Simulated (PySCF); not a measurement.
# Chlorine: a sound run and one with changed settings

Sound run: Cl+ [Ne] 3s2 3p4, Cl(2+) [Ne] 3s2 3p3. Calculation: PySCF 2.14, in def2-TZVP; the non-relativistic Hamiltonian (point nucleus). In the sound run the correlated levels freeze [Ne]. The sound run starts from symmetry-adapted Hartree-Fock orbitals and uses a fine grid where one is needed.

Changed run: scalar relativity by spin-free X2C-1e. This setting is unsound on purpose.

```tsv
species	method	sound run (hartree)	changed run (hartree)	converged
Cl+	UHF	-459.04415	-460.29344	yes
Cl+	MN15	-459.57059	-460.83616	yes
Cl+	BP86	-459.70972	-460.96367	yes
Cl+	MP2	-459.16501	-460.41430	yes
Cl+	CCSD(T)	-459.19499	-460.44416	yes
Cl(2+)	UHF	-458.21427	-459.46352	yes
Cl(2+)	MN15	-458.69061	-459.95626	yes
Cl(2+)	BP86	-458.82686	-460.08080	yes
Cl(2+)	MP2	-458.30748	-459.55668	yes
Cl(2+)	CCSD(T)	-458.33237	-459.58145	yes
```

Ionisation energy of Cl+:

```
 method  sound run (eV)  changed run (eV)
    UHF          22.582            22.583
   MN15          23.946            23.943
   BP86          24.024            24.024
    MP2          23.335            23.337
SCS-MP2          23.413            23.415
   CCSD          23.444            23.446
CCSD(T)          23.473            23.476
```

Most of the change in total energy is the relativistic energy itself. On top of that the contraction fixes the core shape for the Hamiltonian it was made with, so the changed run is not a good calculation with the other Hamiltonian either.

For comparison, NIST gives 23.814 eV between the lowest levels.
